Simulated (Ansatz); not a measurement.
Coupled-cluster diagnostics for (NaNH2)2 ring (Na2N2H4), Ansatz.

Geometry of the singlet (PBE0-D4/def2-SVP):

```
atom   x (Å)   y (Å)   z (Å)
 Na1  -0.761  -1.134   0.399
  N2   1.430  -0.693   0.761
 Na3   0.761   1.135  -0.397
  N4  -1.430   0.693  -0.761
  H5   2.141  -1.311   0.358
  H6   1.771  -0.585   1.721
  H7  -1.769   0.583  -1.722
  H8  -2.143   1.311  -0.360
```

Correlated methods freeze 4 core orbitals; core or outer-core shells of Na are correlated, in sets that lack core-valence functions.

Estimate the CCSD(T) correlation energy, the shares of MP2 and (T), T1 and the reference's ⟨S²⟩ for: charge 0, singlet, own geometry in def2-TZVPP; and the rough time on 4 threads of AMD EPYC 7B13 on a shared host.


```json
{"state": "charge 0, singlet, own geometry", "basis": "def2-TZVPP", "correlation (eV)": "-23.591", "MP2 share (%)": "94.6", "(T) share (%)": "2.8", "T1": "0.010", "⟨S²⟩ (pure)": "0.00 (0.00)", "wall time": "40 s"}
```
Customary marks for T1 are 0.02 (closed shells), 0.045 (open shells) and about 0.05 (3d metals). T1 stays under 0.02 throughout.
